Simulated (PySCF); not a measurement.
Work out the structure from these simulated measurements.

Formula: C6H2F4O2.

| Quantity | Value |
| --- | --- |
| NMR, other nuclei | isotropic shieldings of nuclei other than C and H, by class: -85 (1 O), 25 (1 O), 147 (1 F), 244 (3 F) ppm [GIAO PBE0/pcSseg-1] |
| 1H NMR | chemical shifts (computed TMS as zero) by class: 8.11 (1 H), 8.02 (1 H) ppm [GIAO PBE0/pcSseg-1] |
| Rotational structure | rotational constants A, B, C: 2.463, 0.458, 0.414 GHz [GFN2-xTB] |
| 13C NMR | chemical shifts (computed TMS as zero) by class: 155.9 (1 C), 152.8 (1 C), 146.5 (1 C), 131.4 (1 C), 130.7 (1 C), 130.6 (1 C) ppm [GIAO PBE0/pcSseg-1] |
| Dipole | 2.23 D [PBE0/pcSseg-1] |

Gas-phase values; electronic properties from PySCF, density fitting. Levels stand in brackets. Geometry: GFN2-xTB, one conformer, isolated molecule. NMR values are class means; diastereotopic atoms form classes of their own.

Question: What is the compound? Reason from the data.

Answer: Numbering: `[O:1]=[C:2]([F:3])[c:4]1[cH:5][c:6]([C:7]([F:8])([F:9])[F:10])[cH:11][o:12]1`. Its formula, C6H2F4O2, gives 4 degrees of unsaturation: 1 ring and 3 π bonds in the structure found (Kekulé form). 6 carbons fall into 6 classes; from least to most shielded: acyl halide carbon [C2] (155.9 ppm), aromatic CH next to a ring oxygen [C11] (152.8 ppm), substituted aromatic carbon [C4] (146.5 ppm), aromatic CH carbon [C5] (131.4 ppm), CF3 carbon [C7] (130.7 ppm), substituted aromatic carbon [C6] (130.6 ppm). Hydrogen classes from least to most shielded: 1 H on an aromatic CH carbon, C5 (8.11 ppm), 1 H on an aromatic CH next to a ring oxygen, C11 (8.02 ppm). The other shieldings belong to: -85 ppm, carbonyl oxygen [O1]; 25 ppm, furan-type oxygen [O12]; 147 ppm, acyl fluorine [F3]; 244 ppm, fluorine of a CF3 group [F8/F9/F10]. The optimised geometry has point group C1 and is an asymmetric top. Structure: `O=C(F)C1=CC(C(F)(F)F)=CO1`. The assignments are read from this structure; whether some other isomer fits the data as well wasn't checked.

Shape of the structure used: `[O:1]=[C:2]([F:3])[c:4]1[cH:5][c:6]([C:7]([F:8])([F:9])[F:10])[cH:11][o:12]1`: O1–C2–C4–C5 0°, C5–C6–C7–F8 -91°.
